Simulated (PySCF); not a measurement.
Ionisation energy of Ta³⁺ by level of theory

Ta³⁺ [Xe] 4f14 5d2 [5d3/2^2, M_J = 2] → Ta⁴⁺ [Xe] 4f14 5d1 [5d3/2^1, M_J = 3/2], as a difference of total energies. Calculation: PySCF 2.14, in x2c-QZVPPall-2c (16s16p12d6f2g, 184 functions); the two-component X2C-1e Hamiltonian. "Screened" scales the spin-orbit matrix elements by Boettger's factors to mimic the two-electron term; Breit and QED terms are absent.

```tsv
method	ionisation energy (eV)
GHF (spin-free)	34.924
GHF (screened spin-orbit)	35.021
```

The spin-free rows relax to the high-spin LS determinant and lack the spin-orbit shift.

The labels give the starting determinants; with spin-orbit coupling the two ends relaxed to ⟨J²⟩ = 6.46, ⟨L²⟩ = 11.46, ⟨S²⟩ = 1.90 and ⟨J²⟩ = 3.75, ⟨L²⟩ = 6.12, ⟨S²⟩ = 0.87.

The determinant of Ta³⁺ mixes levels of different J (the jj label is only the starting occupation), so the difference between spin-free and spin-orbit rows is not the physical spin-orbit shift.

For comparison: 35 ± 1.7 eV (theoretical estimate listed by NIST; NIST Atomic Spectra Database, ionization energies).
